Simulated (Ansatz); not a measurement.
Calculated with Ansatz (gas phase, PBE0-D4/def2-TZVP geometries, no zero-point term in ΔE). CBS: MP2 limit from def2 TZ/QZ plus the TZ coupled-cluster correction, frozen cores. Functionals use def2-TZVPP. HSE06 is defined as in plane-wave codes. def2 core potentials past Kr. For Sn outer-core shells are correlated without core-valence functions, which leaves a few kJ/mol of doubt a bond.

Reaction (redistribution): `CC1=[N+](C)[Sn-]([CH3])[N]1C` + `CB(C)Cl` → `[CH3][Sn][CH3]` + `CC1=[N+](C)[B-](C)(Cl)N1C`

```json
{"level": "LDA (SPW92)", "ΔE (kcal/mol)": "6.4", "difference from CCSD(T)/CBS": "-3.5"}
{"level": "revPBE-D4", "ΔE (kcal/mol)": "7.0", "difference from CCSD(T)/CBS": "-2.9"}
{"level": "PBE0-D4", "ΔE (kcal/mol)": "7.1", "difference from CCSD(T)/CBS": "-2.8"}
{"level": "r2SCAN0-D4", "ΔE (kcal/mol)": "9.0", "difference from CCSD(T)/CBS": "-0.9"}
{"level": "HSE06-D4", "ΔE (kcal/mol)": "7.0", "difference from CCSD(T)/CBS": "-2.9"}
{"level": "revPBE", "ΔE (kcal/mol)": "8.3", "difference from CCSD(T)/CBS": "-1.6"}
{"level": "r2SCAN0", "ΔE (kcal/mol)": "9.2", "difference from CCSD(T)/CBS": "-0.7"}
{"level": "HSE06", "ΔE (kcal/mol)": "7.2", "difference from CCSD(T)/CBS": "-2.7"}
{"level": "BHLYP", "ΔE (kcal/mol)": "9.6", "difference from CCSD(T)/CBS": "-0.3"}
{"level": "CAM-B3LYP", "ΔE (kcal/mol)": "9.1", "difference from CCSD(T)/CBS": "-0.8"}
{"level": "RPA@PBE/def2-TZVPP", "ΔE (kcal/mol)": "8.4", "difference from CCSD(T)/CBS": "-1.5"}
{"level": "HF/def2-SVP", "ΔE (kcal/mol)": "9.6", "difference from CCSD(T)/CBS": "-0.3"}
{"level": "CCSD/def2-SVP", "ΔE (kcal/mol)": "7.3", "difference from CCSD(T)/CBS": "-2.6"}
{"level": "CCSD/def2-TZVPP", "ΔE (kcal/mol)": "8.3", "difference from CCSD(T)/CBS": "-1.6"}
{"level": "CCSD(T)/def2-TZVPP", "ΔE (kcal/mol)": "8.5", "difference from CCSD(T)/CBS": "-1.4"}
{"level": "MP2/CBS(def2)", "ΔE (kcal/mol)": "9.7", "difference from CCSD(T)/CBS": "-0.2"}
{"level": "CCSD(T)/CBS", "ΔE (kcal/mol)": "9.9", "difference from CCSD(T)/CBS": "0"}
```

Largest T1 diagnostic among the species: 0.015.

At CCSD(T), def2-SVP lies −2.4 kcal/mol from the extrapolated value and def2-TZVPP −1.4 kcal/mol. From r2SCAN to r2SCAN0 (25 % exact exchange), in def2-TZVPP and without D4, ΔE moves by −1.5 kcal/mol. In def2-TZVPP, CCSD(T) changes the Hartree–Fock value by −2.3 kcal/mol (the triples alone add +0.2 kcal/mol) and MP2 by −2.5 kcal/mol.

CCSD(T)/CBS has its own doubt, a few kJ/mol and more with outer-core shells, so smaller differences from it don't rank the levels.
